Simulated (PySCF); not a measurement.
C₅H₄O₂, SMILES C=C=C1OCC1=O.

Geometry: PBE0-D3(BJ)/def2-SVP. This is a generated structure with no PubChem entry under its InChIKey; it may be hypothetical.

These are PBE0-D3(BJ)/def2-SVP in PySCF values and carry that method's errors.

No scaling factor is applied to the harmonic values.

```csv
mode,ν (cm⁻¹),IR (km/mol),Raman (Å⁴/amu),depolarisation,moving atoms (share of kinetic energy)
1,135,11.2,0.5,0.75,"C 53 %, H 32 %, O 15 %"
2,138,2.7,9.9,0.73,"C 50 %, O 37 %, H 13 %"
3,247,1.6,1.1,0.75,"C 47 %, O 33 %, H 20 %"
4,342,7.4,3.3,0.75,"C 62 %, H 28 %, O 10 %"
5,394,6.3,2.0,0.40,"C 61 %, O 32 %"
6,578,4.3,3.6,0.75,"C 63 %, O 27 %, H 10 %"
7,581,0.1,3.5,0.75,"C 57 %, H 38 %"
8,619,2.4,3.9,0.75,"H 82 %, C 13 %"
9,672,9.6,23.4,0.36,"C 73 %, O 14 %, H 13 %"
10,788,6.4,13.1,0.10,"O 64 %, C 34 %"
11,917,39.9,0.3,0.64,"H 74 %, C 26 %"
12,985,0.0,1.2,0.75,"H 64 %, C 36 %"
13,991,0.4,0.6,0.75,"C 55 %, H 41 %"
14,1006,25.2,2.1,0.56,"C 54 %, O 29 %, H 17 %"
15,1050,97.6,14.5,0.26,"C 58 %, O 37 %"
16,1144,0.9,7.7,0.75,H 89 %
17,1172,445.7,2.1,0.12,"C 80 %, O 16 %"
18,1283,5.0,7.1,0.36,"H 58 %, C 36 %"
19,1326,3.3,55.7,0.37,"H 61 %, C 36 %"
20,1448,1.3,25.1,0.66,"H 87 %, C 13 %"
21,1497,29.5,3.3,0.20,"C 60 %, H 38 %"
22,1964,376.8,30.2,0.48,"C 66 %, O 34 %"
23,2094,6.8,14.5,0.50,C 98 %
24,3081,15.0,167.1,0.10,H 95 %
25,3132,1.0,370.7,0.15,H 95 %
26,3155,5.5,114.0,0.75,"H 90 %, C 10 %"
27,3222,0.2,185.8,0.75,"H 89 %, C 11 %"
```
